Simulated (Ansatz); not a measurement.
Consider the cleavage of the Si–B bond: `SB[SiH2][SbH2]` + `C=N` → `C=N[SiH2][SbH2]` + `BS`.

Isolated molecules relaxed with PBE0-D4/def2-TZVP in Ansatz; ΔE leaves out vibrations. CCSD(T)/CBS adds triple-zeta CCSD(T) − MP2 to the extrapolated MP2 energy (def2 sets, frozen cores). This one scheme is used for every species. Elements past krypton have def2 core potentials. For Sb outer-core shells are correlated without core-valence functions, which leaves a few kJ/mol of doubt a bond. One conformer a species, not always the lowest.

`SB[SiH2][SbH2]`:

Cartesian coordinates in Å:
```
S -1.838 -1.542 0.491
B -0.257 -0.817 0.804
Si 0.946 -0.417 -0.730
Sb 0.703 2.120 -1.172
H -2.354 -1.527 1.734
H 0.045 -0.507 1.915
H 0.601 -1.115 -2.000
H 2.383 -0.661 -0.427
H 0.772 2.461 0.502
H -1.001 2.004 -1.117
```

`C=N`:

Z-matrix (Å, degrees):
```
C
N 1 1.261
H 1 1.096 2 124.9
H 1 1.092 2 118.8 3 -180.0
H 2 1.021 1 111.0 3 -0.0
```

`C=N[SiH2][SbH2]`:

Cartesian coordinates in Å:
```
C 0.263 -1.589 -0.655
N -0.764 -1.219 -0.033
Si -1.067 0.362 0.635
Sb 0.769 2.160 0.341
H 0.337 -2.616 -1.029
H 1.127 -0.939 -0.862
H -1.307 0.181 2.090
H -2.314 0.868 0.005
H 0.973 1.739 -1.305
H 1.983 1.052 0.814
```

`BS`:

Cartesian coordinates in Å:
```
B 0.333 -0.358 0.312
S -0.995 0.019 -0.787
H 0.474 -1.510 0.580
H 1.037 0.496 0.750
H -0.849 1.353 -0.854
```

```tsv
species	MP2/def2-QZVPP energy (Eh)
`SB[SiH2][SbH2]`	-954.99666
`C=N`	-94.47062
`C=N[SiH2][SbH2]`	-625.16715
`BS`	-424.31704
```

**Question.** Work out ΔE.

**Answer.** ΔE = (-625.16715) + (-424.31704) − (-954.99666) − (-94.47062) = -0.01691 Eh = -44.4 kJ/mol. CCSD(T)/CBS gives -37.0 kJ/mol.

Largest T1 diagnostic among the species: 0.015.

From PBE to PBE0 (25 % exact exchange), in def2-TZVPP and without D4, ΔE moves by −3.3 kJ/mol. In def2-TZVPP, CCSD(T) changes the Hartree–Fock value by +17.7 kJ/mol (the triples alone add +1.8 kJ/mol) and MP2 by +10.4 kJ/mol.
